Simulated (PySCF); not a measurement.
Calculation: PBE0-D3(BJ)/def2-TZVPD run with PySCF 2.14.0. All species are isolated molecules in the gas phase. One relaxed conformer stands for a flexible species; it need not be the lowest. 

Reference species (SMILES): `[Al-]([Cl])[Cl]` (lower singlet) (charge -1, multiplicity 1).

```json
{
  "HOMO": "-0.96 eV"
}
```

Changed species: `C=[CH][Al-][Cl]` (lower singlet; C–C–Al–Cl torsion 180°) (X = vinyl, multiplicity 1; the reference has X = chloro, multiplicity 1).

### Question
What does the change do to the HOMO?

### Answer
the HOMO goes up by 0.67 eV, to -0.29 eV.
